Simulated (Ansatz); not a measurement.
Reaction (redistribution): `O[BH][SnH2][OH]` + `[NH2][InH][Cl]` → `[NH2][InH][SnH2][OH]` + `OBCl`

Computed with Ansatz on PBE0-D4/def2-TZVP structures; ΔE is electronic, products minus reactants. CBS: MP2 limit from def2 TZ/QZ plus the TZ coupled-cluster correction, frozen cores. This one scheme is used for every species. Elements past krypton have def2 core potentials. For In, Sn outer-core shells are correlated without core-valence functions, which leaves a few kJ/mol of doubt a bond. One conformer a species, not always the lowest.

`O[BH][SnH2][OH]`:

Z-matrix (Å, degrees):
```
Sn
B 1 2.265
O 1 1.981 2 107.4
H 1 1.713 2 115.0 3 116.8
H 1 1.712 2 115.2 3 -116.7
O 2 1.347 1 115.3 3 -0.9
H 2 1.203 1 124.4 3 179.1
H 3 0.960 1 110.9 2 1.2
H 6 0.963 2 114.3 1 179.9
```

`[NH2][InH][Cl]`:

Cartesian coordinates in Å:
```
N -0.015 0.833 -0.805
In -0.271 -0.504 0.654
Cl 1.138 -2.332 0.277
H -0.306 1.792 -0.698
H 0.812 0.769 -1.377
H -1.359 -0.558 1.949
```

`[NH2][InH][SnH2][OH]`:

Z-matrix (Å, degrees):
```
Sn
In 1 2.770
O 1 1.983 2 108.6
H 1 1.720 2 114.6 3 -119.1
H 1 1.709 2 115.4 3 113.1
N 2 2.008 1 115.7 3 -137.6
H 2 1.720 1 129.2 3 43.2
H 3 0.959 1 112.7 2 -71.2
H 6 1.007 2 124.0 1 176.6
H 6 1.006 2 124.4 1 4.7
```

`OBCl`:

```xyz
5

O    -0.488    0.751   -0.570
B    -0.133   -0.135    0.370
Cl    1.307   -1.140    0.177
H     0.106    0.775   -1.328
H    -0.793   -0.251    1.352
```

```json
{"species": "`O[BH][SnH2][OH]`", "MP2/def2-QZVPP energy (Eh)": "-391.97053"}
{"species": "`[NH2][InH][Cl]`", "MP2/def2-QZVPP energy (Eh)": "-705.93632"}
{"species": "`[NH2][InH][SnH2][OH]`", "MP2/def2-QZVPP energy (Eh)": "-536.97488"}
{"species": "`OBCl`", "MP2/def2-QZVPP energy (Eh)": "-560.95670"}
```

**Question.** Work out ΔE.

**Answer.** ΔE = (-536.97488) + (-560.95670) − (-391.97053) − (-705.93632) = -0.02473 Eh = -64.9 kJ/mol. CCSD(T)/CBS gives -59.5 kJ/mol.

Largest T1 diagnostic among the species: 0.015.

From PBE to PBE0 (25 % exact exchange), in def2-TZVPP and without D4, ΔE moves by +3.8 kJ/mol. In def2-TZVPP, CCSD(T) changes the Hartree–Fock value by −8.9 kJ/mol (the triples alone add −1.4 kJ/mol) and MP2 by −14.9 kJ/mol. Leaving LDA and LC-ωPBE aside and taking each functional with its dispersion term where it has one, the values, not all of them listed here, spread over 12.5 kJ/mol, from PBE-D4 to ωB97X-V. LDA lies −7.0 kJ/mol from PBE without D4.
